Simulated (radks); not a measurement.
Fractional charge and spin in the 4s shell of gallium: the spin-up occupation runs from 0 to 1 and the spin-down occupation from 0 to 1; the fullest corner is Ga, [Ar] 3d10 4p(up 0.5, down 0.5) 4s(up 1, down 1). Calculated with a radial shooting solver on a logarithmic mesh with Libxc functionals: scalar-relativistic Kohn-Sham, PBE, spin-polarised, spherical densities, point nucleus. Energy (eV) above the fullest corner. The planes named below are the two flat planes that join the four corners, with an edge along up + down = one added electron.

| down \ up | 0 | 0.5 | 1 |
|---|---|---|---|
| 0 | 35.218 | 22.860 | 12.782 |
| 0.5 | 22.860 | 13.061 | 5.404 |
| 1 | 12.782 | 5.404 | 0.000 |

Corners above the fullest one (they belong to Ga+ and the next ion): (up 1, down 0) 12.782 eV, (up 0, down 1) 12.782 eV, (up 0, down 0) 35.218 eV. With half an added electron in each spin the energy lies 0.279 eV from the planes, and with half an added electron in spin up alone -1.139 eV. The planes are only a guide here: the flat-plane condition holds for ground states with one frontier orbital, while this shell lies below other occupied shells, so the corners above the fullest one are inner-hole states and not the ground states of those ions.
